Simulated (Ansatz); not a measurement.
Ideal-gas functions of `NB[SiH2]Cl` at 400 K and 1 bar, from an Ansatz frequency run at PBE0-D4/def2-TZVP.

Molar mass 93.4 g/mol, point group C1 (symmetry number 1), electronic degeneracy 1, moments of inertia 46.342, 261.947, 285.584 u Å². Harmonic wavenumbers (cm⁻¹, unscaled): 50, 144, 223, 452, 539, 587, 622, 667, 705, 825, 900, 920, 945, 1145, 1371, 1649, 2196, 2217, 2610, 3594, 3686.

Use S(trans) = R[1.5 ln M + 2.5 ln T − 1.1517]; rotational temperatures θ = 24.2544 K / I; S(rot) = R[ln(√π/σ · √(T³/θAθBθC)) + 1.5]; for each mode x = 1.438777 ν̃/T, S = R[x/(eˣ − 1) − ln(1 − e⁻ˣ)] and H = RT x/(eˣ − 1); 1 cm⁻¹ = 0.0119627 kJ/mol; R = 8.31446 J/(mol·K).

Q: By hand: the entropy, in J/(mol·K).

A: Translation 171.5. Rotation: θ = 0.5234, 0.0926, 0.0849 K, giving 114.8. Vibration, mode by mode: 22.59, 13.88, 10.37, 5.13, 4.00, 3.49, 3.16, 2.78, 2.50, 1.78, 1.43, 1.35, 1.26, 0.70, 0.36, 0.15, 0.03, 0.03, 0.01, 0.00, 0.00, in all 75.0. Electronic 0.0. Sum 361.3 J/(mol·K).

Q: By hand: H − E and G − E in kJ/mol, counted from the electronic energy.

A: Zero-point energy ½ × 26047 × 0.0119627 = 155.8; thermal vibration 15.7; translation, rotation and pV give 4 RT = 13.3. H − E = 184.8 kJ/mol, and G − E = 184.8 − 400 × 361.3/1000 = 40.3 kJ/mol.

Vibration gives 21 % of the entropy, 36.5 J/(mol·K) of it from the modes under 150 cm⁻¹: soft modes count most, and the harmonic formula is weakest for them. The sum counts one conformer and one mirror image; others add a mixing term.
